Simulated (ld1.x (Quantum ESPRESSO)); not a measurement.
Transferability test, TM potential for dysprosium (Dy)

dysprosium (Dy), norm-conserving Troullier–Martins (Kleinman–Bylander form), made with ld1.x (Quantum ESPRESSO) 7.5 (PBE, scalar-relativistic). Core [Kr] 4d10 4f9, reference 5s2 5p6 5d1 6s0 6p0 (charge +2). Waves: 5p (bound): rc 2.50 bohr; 5d (bound): rc 2.90 bohr; 5s (bound): rc 2.00 bohr. Local part: the s channel. Core correction: none.

Energies are relative to the spin-unpolarised reference configuration 5s2 5p6 5d1 6s0 6p0; without spin polarisation the order of configurations can differ from experiment. The frozen-core shift is the all-electron ΔE with the core orbitals held at their reference shape minus the fully relaxed ΔE.

```tsv
valence configuration	charge	ΔE all-electron (eV)	error AE − PS (meV)	frozen-core shift (meV)
5s2 5p6 5d1 6s2 6p0	0	-19.271	+1717	+9.3
5s2 5p6 5d1 6s1 6p0	+1	-12.431	+1121	+3.3
5s2 5p6 5d1 6s0 6p2	0	-13.084	+70	0.0
5s2 5p6 5d2 6s0 6p0	+1	-10.938	-4.6	+27
5s1 5p6 5d1 6s2 6p0	+1	39.274	+3058	+273
5s2 5p6 5d1 6s0 6p1	+1	-8.673	+39	-0.4
```

(1) What are ΔE and the potential's error for 5s2 5p6 5d0 6s0 6p0?

Answers

(1) ΔE = 19.915 eV all-electron; the error (AE − PS) is -19 meV.

A variational frozen-core shift is positive and of second order in the change. This column holds negative values, so the frozen-core run of ld1.x carries numerical noise or an error of first order here, and the column gives no more than the rough size of the effect.
